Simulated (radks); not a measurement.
Task: The gold ion Au29+, 50 electrons, occupied as [Kr] 4d10 4f4 (the NIST ground configuration). Calculated with a radial shooting solver on a logarithmic mesh with Libxc functionals: Dirac Kohn-Sham, Slater X-alpha with alpha = 0.966, spin-unpolarised, spherical densities, point nucleus; open shells fill j = l - 1/2 first. Some entries of the table are withheld. Estimate them.

orbital,occ.,eigenvalue (eV),<r^2> (bohr^2),<1/r> (bohr^-1)
1s1/2,2,-81989.86,(1),95.93
2s1/2,2,(2),0.005908,23.61
2p1/2,2,-14789.62,(3),23.57
2p3/2,4,-12936.61,(4),19.19
3s1/2,2,-4424.134,0.03803,(5)
3p1/2,2,-4166.402,0.03460,8.620
3p3/2,4,-3753.016,0.04082,7.482
3d3/2,4,-3323.059,0.03121,7.376
3d5/2,6,-3233.779,0.03289,7.116
4s1/2,2,-1692.264,0.1687,3.884
4p1/2,2,-1580.130,0.1688,3.796
4p3/2,4,-1466.317,0.1927,3.414
4d3/2,4,-1282.001,0.1900,3.269
4d5/2,6,-1258.891,0.1972,3.184
4f5/2,4,-1027.385,0.1776,2.966
4f7/2,0,-1021.291,0.1804,2.935

Result: 
(1) 1s1/2 <r^2> (bohr^2): 0.0003921
(2) 2s1/2 eigenvalue (eV): -15358.76
(3) 2p1/2 <r^2> (bohr^2): 0.004174
(4) 2p3/2 <r^2> (bohr^2): 0.005358
(5) 3s1/2 <1/r> (bohr^-1): 8.706
